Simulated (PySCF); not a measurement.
## Structure from 2D NMR

Compound of formula C₄H₁₁N₃Si₂. Correlations simulated from computed shifts and the bond graph:

HSQC (one-bond C–H):
```
  δH     δC
8.52  166.8
3.25   32.9
3.08   33.5
```

COSY cross peaks (H two or three bonds apart, from the bond graph; peaks can be absent where the dihedral angle is near 90°):
```
  δH    δH
8.52  3.25
```

HMBC (two and three bonds, from the bond graph):
```
  δH            δC
8.52   118.9, 32.9
5.16   166.8, 33.5
4.67          33.5
3.25  166.8, 118.9
```

Carbons without hydrogens: δ 118.9.

No solvent, equivalent nuclei averaged, single conformer, non-relativistic. Geometry: GFN2-xTB; σ from GIAO-PBE0/pcSseg-1; PySCF.

Referencing at the same level of theory: ¹H and ¹³C against TMS.

Exchangeable hydrogens are left out of these lists.

Question: Work out the connectivity.

Answer: SMILES CN([SiH3])[SiH2]/N=C/CC#N.

Mapped SMILES: `[CH3:1][N:2]([SiH3:3])[SiH2:4]/[N:5]=[CH:6]/[CH2:7][C:8]#[N:9]`; H(Xn) means a hydrogen on atom n.

- δC 166.8 is C6, a C=N carbon (δH 8.52).
- δC 118.9 is C8, a nitrile carbon.
- δC 33.5 is C1, a methyl carbon bonded to N (δH 3.08).
- δC 32.9 is C7, an sp3 CH2 α to a nitrile (δH 3.25).
- HMBC from δH 8.52 reaches the proton-free carbon C8.
- HMBC from δH 3.25 reaches the proton-free carbon C8.
- COSY links 8.52–3.25.

The data come from this structure; uniqueness wasn't tested.

Shifts are as computed. Against solution values, carbons near 30 ppm lie about +3 ppm off and those near 130 ppm about +5 ppm. Of 1309 compounds with measured shifts, 239 miss one by over three times the rms of a fit or turn the order of signals round; such compounds aren't used in these exercises.
